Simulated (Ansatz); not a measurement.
Two isomers of C2H9NOSi: A = `C[SiH2]C(N)O`, B = `C[SiH2]NCO`.

Isolated molecules relaxed with PBE0-D4/def2-TZVP in Ansatz; ΔE leaves out vibrations. CCSD(T)/CBS is the MP2 limit (def2-TZVPP, def2-QZVPP) plus CCSD(T) − MP2 in def2-TZVPP, frozen cores. DFT in def2-TZVPP. One conformer a species, not always the lowest.

A:

Z-matrix (Å, degrees):
```
C
Si 1 1.866
H 1 1.092 2 109.7
H 1 1.093 2 110.9 3 119.4
H 1 1.092 2 111.3 3 -120.3
C 2 1.905 1 113.3 3 -57.0
H 2 1.493 1 111.0 3 -177.5
H 2 1.492 1 111.2 3 62.6
O 6 1.415 2 106.4 1 48.9
N 6 1.449 2 114.4 1 170.3
H 6 1.101 2 109.9 1 -70.4
H 9 0.965 6 106.1 2 163.6
H 10 1.010 6 112.2 2 87.9
H 10 1.013 6 112.6 2 -35.3
```

B:

```xyz
14

C     0.324    1.631    1.468
Si   -0.832    0.668    0.361
N    -0.307   -0.920   -0.050
C     0.680   -1.233   -1.035
O     0.210   -2.114   -2.027
H     1.305    1.752    1.001
H     0.465    1.124    2.426
H    -0.079    2.629    1.668
H    -0.993    1.422   -0.915
H    -2.149    0.519    1.038
H    -0.584   -1.707    0.516
H     1.024   -0.287   -1.480
H     1.552   -1.738   -0.607
H    -0.613   -1.747   -2.364
```

(1) Which is lower in electronic energy at CCSD(T)/CBS, and by how much? (Estimate.)

(2) Give E(B) − E(A) in kcal/mol with CCSD/def2-TZVPP, PBE0-D4, r2SCAN-D4, MP2/def2-TZVPP, HF/def2-TZVPP, B2PLYP, PBE-D4. (Estimate.)

Largest T1 diagnostic: 0.011.

Results:

(1) The calculation gave: B, by 17.5 kcal/mol.

(2) Ansatz gave: CCSD/def2-TZVPP -18.1, PBE0-D4 -16.5, r2SCAN-D4 -17.0, MP2/def2-TZVPP -18.3, HF/def2-TZVPP -21.0, B2PLYP -18.1, PBE-D4 -15.2. None reverses the order clearly.

From PBE to PBE0 (25 % exact exchange), in def2-TZVPP and without D4, E(B) − E(A) moves by −1.3 kcal/mol. In def2-TZVPP, CCSD(T) changes the Hartree–Fock value by +3.4 kcal/mol (the triples alone add +0.5 kcal/mol) and MP2 by +2.7 kcal/mol.
